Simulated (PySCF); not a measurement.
Species: Si(NCS)2H2, C₂H₂N₂S₂Si.
Bonds: Si1–N2, Si1–N5, N2–C3, C3–S4, N5–C6, C6–S7. Hydrogens: H8, H9 on Si1.

The calculation used TDDFT CAM-B3LYP/def2-SVPD, vertical, gas phase, core orbitals frozen in the response (PySCF 2.14.0, density-fitted response routines). Isolated species at its PBE0-D3(BJ)/def2-SVP geometry, gas phase.

Computed singlets with f of 0.002 or more:

| state | λ (nm) | f |
| --- | --- | --- |
| S3 | 242.6 | 0.0045 |
| S8 | 185.6 | 0.032 |
| S9 | 185.4 | 0.471 |

**Question.** Turn these into Einstein A coefficients, radiative lifetimes, transition dipoles and integrated cross-sections.

**Answer.** A / s⁻¹ = 0.6670 f (ν̃ / cm⁻¹)² and τ = 1/A in vacuum; |μ| follows from f = (2/3) ΔE |μ|² (atomic units, 1 au = 2.5417 D); ∫σ dE = 109.76 f Mb·eV.

```json
{"state": "S3", "A (s⁻¹)": "5.1×10⁶", "τ": "200 ns", "|μ| (D)": "0.48", "∫σ dE (Mb·eV)": "0.49"}
{"state": "S8", "A (s⁻¹)": "6.3×10⁷", "τ": "16 ns", "|μ| (D)": "1.13", "∫σ dE (Mb·eV)": "3.6"}
{"state": "S9", "A (s⁻¹)": "9.1×10⁸", "τ": "1.1 ns", "|μ| (D)": "4.31", "∫σ dE (Mb·eV)": "52"}
```

Leading configurations: S3 H→L (37%); S8 H-2→L+2 (38%); S9 H→L (44%) (H = HOMO, L = LUMO).

These lifetimes count emission to the ground state at the vertical energy alone; relaxation of the geometry and all other decay channels are left out.

**Question.** What is the integrated cross-section of all computed states together?

**Answer.** Σf = 0.510 over S1 to S10, so 109.76 × Σf ≈ 56 Mb·eV.

**Question.** Which computed singlets stay under f = 0.002?

**Answer.** S1 (4.88 eV, f 0.0000), S2 (4.89 eV, f 0.0002), S4 (5.13 eV, f 0.0000), S5 (5.16 eV, f 0.0009), S6 (5.21 eV, f 0.0003), S7 (6.66 eV, f 0.0001) and S10 (6.81 eV, f 0.0001).

**Question.** By what factor does the largest A in the list exceed the smallest?

**Answer.** S9 has 180 times the rate of S3.
